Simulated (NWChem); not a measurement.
The numbers come from NWChem runs, not from measurements. System: C4H5, charge 0, spin multiplicity 2, displaced from the optimised geometry. The structure started from a generated list of species. Its SCF solution wasn't tested for a lower state.

The NWChem input:

```
start mol
memory heap 200 mb stack 900 mb global 1100 mb
geometry units angstroms nocenter noautoz
  C      1.529522     1.236057     0.000000
  C      0.259205     0.780578     0.000000
  C     -0.137397    -0.657839     0.000000
  C     -1.434267    -1.089662     0.000000
  H      2.557421     0.810683     0.000000
  H     -0.581158     1.524475     0.000000
  H      0.693167    -1.405732     0.000000
  H     -2.286768    -0.368786     0.000000
  H     -1.685039    -2.175451     0.000000
  symmetry group Cs
end
basis spherical
  * library def2-svp
end
dft
  xc b3lyp
  odft
  mult 2
  semidirect memsize 60000000 filesize 0
  iterations 100
  convergence nodiis damp 40
end
task dft gradient
```

The output up to the point where the run's verdict is printed (cleaned and shortened):

```
             Northwest Computational Chemistry Package (NWChem) 7.3.0
             --------------------------------------------------------

                                NWChem Input Module
                                -------------------

 Scaling coordinates for geometry "geometry" by  1.889725989
 (inverse scale =  0.529177249)

 Turning off AUTOSYM since
 SYMMETRY directive was detected!

                             Geometry "geometry" -> ""
                             -------------------------

 Output coordinates in angstroms (scale by  1.889725989 to convert to a.u.)

  No.       Tag          Charge          X              Y              Z
 ---- ---------------- ---------- -------------- -------------- --------------
    1 C                    6.0000     1.52952200     1.23605700     0.00000000
    2 C                    6.0000     0.25920500     0.78057800     0.00000000
    3 C                    6.0000    -0.13739700    -0.65783900     0.00000000
    4 C                    6.0000    -1.43426700    -1.08966200     0.00000000
    5 H                    1.0000     2.55742100     0.81068300     0.00000000
    6 H                    1.0000    -0.58115800     1.52447500     0.00000000
    7 H                    1.0000     0.69316700    -1.40573200     0.00000000
    8 H                    1.0000    -2.28676800    -0.36878600     0.00000000
    9 H                    1.0000    -1.68503900    -2.17545100     0.00000000

 Effective nuclear repulsion energy (a.u.)      94.5779825003

            Nuclear Dipole moment (a.u.)
            ----------------------------
        X                 Y               Z
 ---------------- ---------------- ----------------
     0.0000018897    -0.0000132281     0.0000000000

      Symmetry information
      --------------------

 Group name             Cs
 Group number              2
 Group order               2
 No. of unique centers     9

      Symmetry unique atoms

     1    2    3    4    5    6    7    8    9


 Summary of "ao basis" -> "" (spherical)
 ------------------------------------------------------------------------------
[...]
 d= 0,ls=0.5         73   -109.8470863990 -3.30D+00  2.16D-01              19.9
                                                     1.75D-01
 d= 0,ls=0.5         74   -106.5450764683  3.30D+00  2.16D-01              20.4
                                                     1.75D-01
 d= 0,ls=0.5         75   -109.8470863990 -3.30D+00  2.16D-01              20.7
                                                     1.75D-01
 d= 0,ls=0.5         76   -106.5450764683  3.30D+00  2.16D-01              21.0
                                                     1.75D-01
 d= 0,ls=0.5         77   -109.8470863990 -3.30D+00  2.16D-01              21.3
                                                     1.75D-01
 d= 0,ls=0.5         78   -106.5450764683  3.30D+00  2.16D-01              21.6
                                                     1.75D-01
 d= 0,ls=0.5         79   -109.8470863990 -3.30D+00  2.16D-01              21.8
                                                     1.75D-01
 d= 0,ls=0.5         80   -106.5450764683  3.30D+00  2.16D-01              22.1
                                                     1.75D-01
 d= 0,ls=0.5         81   -109.8470863990 -3.30D+00  2.16D-01              22.4
                                                     1.75D-01
 d= 0,ls=0.5         82   -106.5450764683  3.30D+00  2.16D-01              22.7
                                                     1.75D-01
 d= 0,ls=0.5         83   -109.8470863990 -3.30D+00  2.16D-01              22.9
                                                     1.75D-01
 d= 0,ls=0.5         84   -106.5450764683  3.30D+00  2.16D-01              23.2
                                                     1.75D-01
 d= 0,ls=0.5         85   -109.8470863990 -3.30D+00  2.16D-01              23.5
                                                     1.75D-01
 d= 0,ls=0.5         86   -106.5450764683  3.30D+00  2.16D-01              23.8
                                                     1.75D-01
 d= 0,ls=0.5         87   -109.8470863990 -3.30D+00  2.16D-01              24.0
                                                     1.75D-01
 d= 0,ls=0.5         88   -106.5450764683  3.30D+00  2.16D-01              24.3
                                                     1.75D-01
 d= 0,ls=0.5         89   -109.8470863990 -3.30D+00  2.16D-01              24.6
                                                     1.75D-01
 d= 0,ls=0.5         90   -106.5450764683  3.30D+00  2.16D-01              24.9
                                                     1.75D-01
 d= 0,ls=0.5         91   -109.8470863990 -3.30D+00  2.16D-01              25.1
                                                     1.75D-01
 d= 0,ls=0.5         92   -106.5450764683  3.30D+00  2.16D-01              25.4
                                                     1.75D-01
 d= 0,ls=0.5         93   -109.8470863990 -3.30D+00  2.16D-01              25.7
                                                     1.75D-01
 d= 0,ls=0.5         94   -106.5450764683  3.30D+00  2.16D-01              26.0
                                                     1.75D-01
 d= 0,ls=0.5         95   -109.8470863990 -3.30D+00  2.16D-01              26.2
                                                     1.75D-01
 d= 0,ls=0.5         96   -106.5450764683  3.30D+00  2.16D-01              26.5
                                                     1.75D-01
 d= 0,ls=0.5         97   -109.8470863990 -3.30D+00  2.16D-01              26.8
                                                     1.75D-01
 d= 0,ls=0.5         98   -106.5450764683  3.30D+00  2.16D-01              27.1
                                                     1.75D-01
 d= 0,ls=0.5         99   -109.8470863990 -3.30D+00  2.16D-01              27.4
                                                     1.75D-01
 d= 0,ls=0.5        100   -106.5450764683  3.30D+00  2.16D-01              27.6
                                                     1.75D-01
```

Convergence was not reached. The next line reads: Calculation failed to converge. NWChem stopped with the message: dft gradient failed.
